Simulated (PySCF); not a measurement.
Compound: 3-cyclopentyl-1-propyne, C₈H₁₂.
SMILES with atom numbers: `[CH:1]#[C:2][CH2:3][CH:4]1[CH2:5][CH2:6][CH2:7][CH2:8]1`

Geometry (PBE0-D3(BJ)/def2-SVP, Å), atoms numbered from 1 in this order:
```
atom  x, y, z in Å
C1     2.9563    0.1479    1.5410
C2     2.4718   -0.0803    0.4539
C3     1.8593   -0.3423   -0.8432
C4     0.3383   -0.1329   -0.8577
C5    -0.4200   -1.0918    0.0784
C6    -1.6278   -0.2919    0.5564
C7    -1.0379    1.1003    0.7678
C8    -0.1044    1.2921   -0.4333
H9     3.3984    0.3462    2.4993
H10    2.3314    0.3115   -1.5964
H11    2.0932   -1.3772   -1.1473
H12    0.0118   -0.3163   -1.8941
H13    0.2175   -1.3363    0.9450
H14   -0.6823   -2.0412   -0.4132
H15   -2.4015   -0.2606   -0.2307
H16   -2.0974   -0.7115    1.4593
H17   -0.4486    1.1055    1.6996
H18   -1.7967    1.8925    0.8558
H19    0.7555    1.9333   -0.1866
H20   -0.6396    1.7814   -1.2621
```

NICS is the negative of the GIAO shielding at a point without a nucleus: at the ring centre (0) and 1 Å above and below it (1); zz is the component along the ring normal. Level: GIAO KT2/pcSseg-1 (PySCF, non-relativistic, gas phase) on the PBE0-D3(BJ)/def2-SVP geometry, one conformer.

Ring bond lengths (Å): C4–C5 1.540, C5–C6 1.526, C6–C7 1.527, C7–C8 1.533, C8–C4 1.551.

**Question.** Give the NICS values of each ring in ppm.

**Answer.** 
| ring | type | NICS(0) | NICS(1), two faces | NICS(1)zz, two faces | rms pucker (Å) | centre to ring atoms, mean (Å) |
| --- | --- | --- | --- | --- | --- | --- |
| C4–C5–C6–C7–C8 | 5-membered carbocycle; formal bonds all single | -5.6 | -3.8 / -4.2 | -4.8 / -4.5 | 0.18 | 1.28 |

**Question.** What do they say, and how far can they be read as aromaticity?

**Answer.** 
- C4–C5–C6–C7–C8: mean NICS(1)zz -4.7 ppm, shielded. C4, C5, C6, C7, C8 have four or more neighbours; no verdict on aromaticity is drawn.

**Question.** What is the mean of the two in-plane components of NICS at the first NICS(1) probe listed for ring C4–C5–C6–C7–C8, 1 Å off the ring?

**Answer.** The isotropic value is a third of the trace: (3 × -3.8 − (-4.8))/2 = -3.3 ppm.

**Question.** How do the values depend on the level or the medium?

**Answer.** 
| level | NICS(0), C4–C5–C6–C7–C8 | mean NICS(1)zz, C4–C5–C6–C7–C8 |
| --- | --- | --- |
| KT2/pcSseg-1, gas | -5.6 | -4.7 |
| PBE0/pcSseg-1, gas | -5.7 | -4.3 |

The geometry is the same throughout.

Hardware: one thread of an Arm Neoverse N1, on a shared host. Cost: 72 s. This is the whole shielding run at KT2/pcSseg-1, SCF included.
